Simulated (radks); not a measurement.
Results of a calculation; reference values are marked as such.
Valence configurations of Hf II (all share [Xe]). Level of theory: scalar-relativistic Kohn-Sham, LDA (Slater exchange, Perdew-Wang correlation), spin-unpolarised, spherical densities, finite nucleus; Fermi nuclear charge, rms radius 5.347 fm (a radial shooting solver on a logarithmic mesh with Libxc functionals). Energies are relative to 4f14 5d1 6s2; eigenvalues in eV.

[
 {"valence": "4f14 5d1 6s2", "E (eV)": "0.000", "e(4f)": "-26.436", "e(5d)": "-10.950", "e(6p)": "-", "e(6s)": "-12.082"},
 {"valence": "4f14 5d2 6s1", "E (eV)": "1.459", "e(4f)": "-24.071", "e(5d)": "-9.482", "e(6p)": "-", "e(6s)": "-11.251"},
 {"valence": "4f14 5d0.5 6s2 6p0.5", "E (eV)": "2.148", "e(4f)": "-28.501", "e(5d)": "-12.365", "e(6p)": "-7.669", "e(6s)": "-12.951"},
 {"valence": "4f14 5d1 6s1 6p1", "E (eV)": "5.111", "e(4f)": "-27.924", "e(5d)": "-12.134", "e(6p)": "-7.737", "e(6s)": "-12.928"},
 {"valence": "4f13.5 5d1 6s2 6p0.5", "E (eV)": "11.060", "e(4f)": "-32.600", "e(5d)": "-13.171", "e(6p)": "-7.805", "e(6s)": "-13.237"},
 {"valence": "4f13 5d2 6s2", "E (eV)": "18.857", "e(4f)": "-34.689", "e(5d)": "-12.464", "e(6p)": "-", "e(6s)": "-12.609"},
 {"valence": "4f13 5d1 6p3", "E (eV)": "36.932", "e(4f)": "-41.825", "e(5d)": "-17.713", "e(6p)": "-9.659", "e(6s)": "-"},
 {"valence": "4f12 5d3 6s2", "E (eV)": "44.755", "e(4f)": "-43.473", "e(5d)": "-13.925", "e(6p)": "-", "e(6s)": "-13.039"},
 {"valence": "4f12 5d3 6p2", "E (eV)": "56.191", "e(4f)": "-46.326", "e(5d)": "-16.326", "e(6p)": "-8.808", "e(6s)": "-"},
 {"valence": "4f12 5d1 6p4", "E (eV)": "75.193", "e(4f)": "-55.327", "e(5d)": "-22.469", "e(6p)": "-10.925", "e(6s)": "-"}
]

NIST lists [Xe] 4f14 5d1 6s2 as the ground configuration; this level of theory agrees among the configurations tried. The energies are those of spherical spin-averaged densities, not of single terms.
